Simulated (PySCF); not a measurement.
Working with the constants of CuP

UHF-CCSD(T) constants of CuP, ³Σ⁻ (triplet), unpaired electrons π ↑↑ (basis Cu def2-TZVPP, P def2-TZVPP; no relativity; PySCF 2.14; masses 62.9296 and 30.9738 u):

| Property | Result |
| --- | --- |
| ωe | 338.8 cm⁻¹ |
| ωexe | 1.35 cm⁻¹ |
| Be | 0.1716 cm⁻¹ |
| αe | 0.00108 cm⁻¹ |
| D (centrifugal) | 1.76e-07 cm⁻¹ |
| De to Cu (3d10 4s1) + P | 1.78 eV |

Problem. Give the vibrational terms G(v) and spacings up to v = 6.

Solution. G(v) = ωe(v+½) − ωexe(v+½)².

```
v  G(v) (cm⁻¹)  G(v) − G(v−1)  Bv (cm⁻¹)
0        169.1                    0.1711
1        505.2          336.1     0.1700
2        838.6          333.4     0.1689
3       1169.3          330.7     0.1678
4       1497.3          328.0     0.1667
5       1822.6          325.3     0.1657
6       2145.2          322.6     0.1646
```

Problem. How well does the Morse estimate ωe²/(4ωexe) reproduce De, and what is D0?

Solution. It gives 2.64 eV, 148 % of the computed De. D0 = De − G(0) = 1.78 − 0.02 = 1.76 eV.

Correlated steps freeze 10 core orbitals. With d or f electrons several states lie close, and the lowest PBE0 determinant need not be the measured ground state.
